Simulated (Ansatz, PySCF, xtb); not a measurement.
Acid–base and redox partners of O[Si](O)(O)O. All species are isolated molecules in the gas phase. One relaxed conformer stands for each flexible species; it need not be the lowest. Strings in code marks are SMILES.

Quantity: proton affinity at 298 K, in kJ/mol. Thermal and zero-point terms are GFN2-xTB rigid-rotor harmonic values (xtb).

Level 1: frozen-core CCSD(T)/cc-pVTZ // B3LYP-D3(BJ)/def2-TZVP (Ansatz, an electronic-structure program)
Level 2: PBE-D3(BJ)/def2-TZVP // B3LYP-D3(BJ)/def2-TZVP (PySCF)
Level 3: B3LYP/3-21G // B3LYP-D3(BJ)/def2-TZVP (PySCF)
Level 4: B3LYP/6-311+G** // B3LYP-D3(BJ)/def2-TZVP (PySCF)

```tsv
species	level 2	level 3	level 4
proton added at O1: `O[Si](O)(O)[OH2+]`	783.3	849.4	780.6
```

What does level 1 give for each?


- proton added at O1: `O[Si](O)(O)[OH2+]`: 791.2
